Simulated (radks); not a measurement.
The numbers below are computed, except where a source is named.
Task: All-electron atom: the aluminium ion Al9+ in [He] 2s2 (the NIST ground configuration). Level of theory: Dirac Kohn-Sham, PBE, spin-unpolarised, spherical densities, finite nucleus; Fermi nuclear charge, rms radius 3.061 fm (a radial shooting solver on a logarithmic mesh with Libxc functionals).

Spin-orbit splittings of the eigenvalues, e(l+1/2) - e(l-1/2), with zeta = 2 splitting/(2l+1) and mean radii in bohr:

shell  occ.  splitting (eV)  zeta (eV)  <r> j=l-1/2  <r> j=l+1/2
2p        0          0.7750     0.5166       0.4562       0.4575
3d        0               ?          ?        1.044        1.044

Estimate the 3d splitting.

Result: 0.05018 eV (zeta = 0.02007 eV).
